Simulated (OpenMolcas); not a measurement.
**V3+: moving or changing the point charges**

V3+ among 6 point charges of -1 e arranged as a tetragonal octahedron (D4h), 1.88 Å from the ion, with the axial distance 1.617 Å.

```
Program             : OpenMolcas 26.06
Method              : CASSCF
Basis               : ANO-RCC-VTZP [6s5p3d2f1g]
Scalar Hamiltonian  : DKH2, point nucleus
Active space        : 2 electrons in 5 orbitals (3d)
State averaging     : 2S+1 = 3 even, 10 roots; 2S+1 = 1 even, 15 roots
Spin-orbit coupling : RASSI with atomic mean-field integrals over the reference wave functions
```

Runs around this geometry, states (labels of D4, the rotations of D4h). Energies in cm-1 above the lowest state or level, χT in cm3 K/mol.

| R (Å) | q (e) | Axial / equatorial distance | Ground state | First state of that spin | First gap with spin-orbit (degeneracies) | χT at 300 K | First state of another spin |
| --- | --- | --- | --- | --- | --- | --- | --- |
| 1.88 | -0.65 | 0.86 | 3E | 3A2 762.2 | 16.7 (1, 1) | 0.880 | 1E 14227 |
| 1.7 | -1 | 0.86 | 3E | 3A2 1785 | 7.9 (1, 1) | 0.894 | 1A1 13697 |
| 1.88 | -1 | 0.86 | 3E | 3A2 1283 | 11.6 (1, 1) | 0.883 | 1A1 14193 |
| 2 | -1 | 0.86 | 3E | 3A2 1061 | 14.3 (1, 1) | 0.881 | 1E 14280 |
| 1.88 | -1 | 0.93 | 3E | 3A2 577.5 | 17.7 (1, 1) | 0.883 | 1E 14426 |

Taking the first state of the same spin as R^-n, n = -ln(1061 / 1785) / ln(2 / 1.7) = 3.2 between the shortest and longest distance.

Scaling the charges by -0.65 / -1 = 0.65 scales the first state of the same spin by 762.2 / 1283 = 0.59; with fixed orbitals a first-order splitting would follow the charge.

An orbital doublet at a regular site is open to a Jahn-Teller distortion, which this geometry leaves out. Without dynamic correlation the repulsion within the d shell is too large (B by tens of per cent), so at a given field states of lower spin stand too high. Point charges carry no covalency, so the field is a model and not that of real ligands. No measured value stands beside these numbers.
